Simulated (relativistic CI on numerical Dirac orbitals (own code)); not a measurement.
# One change at a time: Eu LXI

Base calculation: Dirac-Coulomb-Breit CI, separate exchange-only KLI orbitals for each configuration, model QED (radiative potential, 1s self-energy scaled to tabulated hydrogen-like ionisation energies), unscaled Slater integrals.

CI space (outside the closed core 1s2): 2s, 2p, 3s, 3p, 3d, 4s, 4p, 4d, 4f, 5s, 5p, 5d, 5f, 5g. Levels of other configurations are missing.

Variants: (1) Breit term removed. Shifts of the energy above 2s ²S1/2, in eV, for the lowest level and the first level of each name with at least 55 % of one term (blank where a level changes its place among those of its configuration and J or its character, or is not in the variant):

```
    Level     Base  Δ(1)
 2s ²S1/2      0.0   0.0
2p ²P°1/2    150.1  -9.7
2p ²P°3/2    881.8  +1.5
 3s ²S1/2   7746.2  +6.7
3p ²P°1/2   7787.3  +4.2
3p ²P°3/2   8005.0  +7.2
 3d ²D3/2   8016.5  +9.1
 3d ²D5/2   8080.7  +9.3
 4s ²S1/2  10409.9  +8.3
4p ²P°1/2  10426.6  +7.2
4p ²P°3/2  10518.0  +8.4
 4d ²D3/2  10522.9  +9.2
 4d ²D5/2  10550.1  +9.3
4f ²F°5/2  10550.3  +9.3
```

At this charge energies of transitions that change n are usually good to better than 1 %, and those within a shell (Δn = 0) to a few per cent.

Ionisation energy from the two ground configurations alone: base 13737.6 eV; Breit term removed 13746.9 eV. The NIST ASD value (theoretical) is 13738.6 eV.
